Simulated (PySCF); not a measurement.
## Two-component Hartree-Fock for Hg³⁺ (mercury, charge +3)

Start: [Xe] 4f14 5d9; 5d3/2 filled at m_j = -3/2, -1/2, +1/2, +3/2; 5d5/2 filled at m_j = -3/2, -1/2, +1/2, +3/2, +5/2. Calculated with PySCF 2.14 in x2c-TZVPall-2c: generalised Hartree-Fock with the X2C-1e Hamiltonian and a Gaussian nucleus; one run each with spin-orbit coupling (SO) switched off, then screened by Boettger's factors.

```json
{"spinor shell": "1s1/2", "electrons": "2", "ε, spin-free (eV)": "-83606.2", "ε, screened SO (eV)": "-83572.5", "weight of nominal j (screened SO)": "1.000", "rms radius, screened SO (bohr)": "0.0187"}
{"spinor shell": "2s1/2", "electrons": "2", "ε, spin-free (eV)": "-15000.9", "ε, screened SO (eV)": "-14990.1", "weight of nominal j (screened SO)": "1.000", "rms radius, screened SO (bohr)": "0.0755"}
{"spinor shell": "2p1/2", "electrons": "2", "ε, spin-free (eV)": "-12954.7", "ε, screened SO (eV)": "-14359.5", "weight of nominal j (screened SO)": "1.000", "rms radius, screened SO (bohr)": "0.0639"}
{"spinor shell": "2p3/2", "electrons": "4", "ε, spin-free (eV)": "-12954.7", "ε, screened SO (eV)": "-12406.3", "weight of nominal j (screened SO)": "1.000", "rms radius, screened SO (bohr)": "0.0720"}
{"spinor shell": "3s1/2", "electrons": "2", "ε, spin-free (eV)": "-3656.1", "ε, screened SO (eV)": "-3652.5", "weight of nominal j (screened SO)": "1.000", "rms radius, screened SO (bohr)": "0.193"}
{"spinor shell": "3p1/2", "electrons": "2", "ε, spin-free (eV)": "-3055.8", "ε, screened SO (eV)": "-3369.6", "weight of nominal j (screened SO)": "1.000", "rms radius, screened SO (bohr)": "0.184"}
{"spinor shell": "3p3/2", "electrons": "4", "ε, spin-free (eV)": "-3055.8", "ε, screened SO (eV)": "-2930.6", "weight of nominal j (screened SO)": "1.000", "rms radius, screened SO (bohr)": "0.201"}
{"spinor shell": "3d3/2", "electrons": "4", "ε, spin-free (eV)": "-2413.2", "ε, screened SO (eV)": "-2467.7", "weight of nominal j (screened SO)": "1.000", "rms radius, screened SO (bohr)": "0.176"}
{"spinor shell": "3d5/2", "electrons": "6", "ε, spin-free (eV)": "-2413.2", "ε, screened SO (eV)": "-2374.0", "weight of nominal j (screened SO)": "1.000", "rms radius, screened SO (bohr)": "0.180"}
{"spinor shell": "4s1/2", "electrons": "2", "ε, spin-free (eV)": "-868.36", "ε, screened SO (eV)": "-867.18", "weight of nominal j (screened SO)": "1.000", "rms radius, screened SO (bohr)": "0.424"}
{"spinor shell": "4p1/2", "electrons": "2", "ε, spin-free (eV)": "-668.24", "ε, screened SO (eV)": "-744.85", "weight of nominal j (screened SO)": "1.000", "rms radius, screened SO (bohr)": "0.429"}
{"spinor shell": "4d3/2", "electrons": "4", "ε, spin-free (eV)": "-425.24", "ε, screened SO (eV)": "-437.15", "weight of nominal j (screened SO)": "1.000", "rms radius, screened SO (bohr)": "0.475"}
{"spinor shell": "4d5/2", "electrons": "6", "ε, spin-free (eV)": "-425.24", "ε, screened SO (eV)": "-416.36", "weight of nominal j (screened SO)": "1.000", "rms radius, screened SO (bohr)": "0.486"}
{"spinor shell": "5s1/2", "electrons": "2", "ε, spin-free (eV)": "-172.72", "ε, screened SO (eV)": "-172.50", "weight of nominal j (screened SO)": "1.000", "rms radius, screened SO (bohr)": "0.969"}
{"spinor shell": "4f5/2", "electrons": "6", "ε, spin-free (eV)": "-154.09", "ε, screened SO (eV)": "-155.94", "weight of nominal j (screened SO)": "0.999", "rms radius, screened SO (bohr)": "0.525"}
{"spinor shell": "4f7/2", "electrons": "8", "ε, spin-free (eV)": "-154.09", "ε, screened SO (eV)": "-151.70", "weight of nominal j (screened SO)": "0.999", "rms radius, screened SO (bohr)": "0.527"}
{"spinor shell": "5p1/2", "electrons": "2", "ε, spin-free (eV)": "-116.29", "ε, screened SO (eV)": "-130.51", "weight of nominal j (screened SO)": "0.999", "rms radius, screened SO (bohr)": "1.04"}
{"spinor shell": "5p3/2", "electrons": "4", "ε, spin-free (eV)": "-116.29", "ε, screened SO (eV)": "-110.49", "weight of nominal j (screened SO)": "0.999", "rms radius, screened SO (bohr)": "1.13"}
{"spinor shell": "5d3/2", "electrons": "4", "ε, spin-free (eV)": "-49.507", "ε, screened SO (eV)": "-50.973", "weight of nominal j (screened SO)": "0.973", "rms radius, screened SO (bohr)": "1.45"}
{"spinor shell": "5d5/2", "electrons": "5", "ε, spin-free (eV)": "-49.507", "ε, screened SO (eV)": "-48.398", "weight of nominal j (screened SO)": "0.978", "rms radius, screened SO (bohr)": "1.50"}
```

(1) Where does 4p3/2 lie, and what is the 4p spin-orbit splitting (screened SO)?

```tsv
quantity	spin-free	screened SO
E (hartree)	-19605.44343	-19637.52047
M_J	5/2	5/2
⟨J²⟩	8.765	8.768
⟨L²⟩	6.012	6.189
⟨S²⟩	0.753	0.929
```

Each row is a mean over spinors that exchange with the open shell spreads, by up to 5.026 eV (5p3/2).

Breit and QED terms are absent; they matter most for the inner s and p1/2 levels.

Densities and radii are taken from the X2C orbitals without a picture-change correction, which distorts them close to the nucleus.

Without spin-orbit coupling the j labels of p, d and f shells carry no meaning; the spin-free column gives the mean over the occupied spinors of each nl shell.

Results:

(1) At -637.36 eV, 107.49 eV above 4p1/2.
